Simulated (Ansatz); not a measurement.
Basis-set series for CH$_{4}$OSSi, SMILES `SC1O[SiH2]1`. Charge 0, multiplicity 1. The structure was optimised at the PBE0-D4/def2-TZVP level. It is one conformer, not always the lowest.

```tsv
functional	basis	functions	energy (Eh)	HOMO (eV)	LUMO (eV)
PBE0-D4	def2-SVP	84	-802.69630	-7.10	-0.41
PBE0-D4	def2-TZVPP	202	-803.08099	-7.22	-0.80
ωB97M-V	def2-SVP	84	-802.99278	-9.30	1.56
ωB97M-V	def2-TZVPP	202	-803.38088	-9.44	0.96
```

(1) Give the rows for def2-QZVPP. (An estimate is asked.)

Results:

(1) Ansatz gave: 
```csv
functional,basis,functions,energy (Eh),HOMO (eV),LUMO (eV)
PBE0-D4,def2-QZVPP,374,-803.11009,-7.26,-0.92
ωB97M-V,def2-QZVPP,374,-803.40833,-9.49,0.70
```

Positive LUMOs are unbound and depend on the basis.
